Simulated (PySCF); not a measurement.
From computed data to an observable: dipole moment from atomic charges

SiHF, SMILES F[SiH] (connectivity only; charge and spin as stated), neutral, multiplicity 1. Atoms are numbered in the order given.

```xyz
3

Si     0.1183     0.5903     0.0000
H     -1.3914     0.8970     0.0000
F     -0.0295    -1.0179     0.0000
```
Charge 0, spin multiplicity 1.

The structure is a stationary point at r2SCAN-D4/def2-TZVPD. The isomer is the one that the SMILES or the coordinates give; other isomers of the formula were not compared.

Charges (e) from PBE/def2-TZVPD in PySCF:

| atom | IAO | ESP fit |
|---|---|---|
| Si1 | 0.640 | 0.154 |
| H2 | -0.149 | -0.024 |
| F3 | -0.491 | -0.129 |

The dipole moment of the full density is 0.87 D.

Task: What dipole moment does each set of point charges give, and which comes closer to that of the density?

Result: 
μ = Σ q r, and 1 e Å = 4.8032 D.
IAO: Σ q r = (0.298, 0.744, 0.000) e Å, |μ| = 3.85 D.
ESP fit: Σ q r = (0.055, 0.201, 0.000) e Å, |μ| = 1.00 D.
ESP fit comes closer in size. Point charges leave out the atoms' own dipoles (lone pairs, polarised bonds); fits to the potential absorb them, partitions of the density don't.
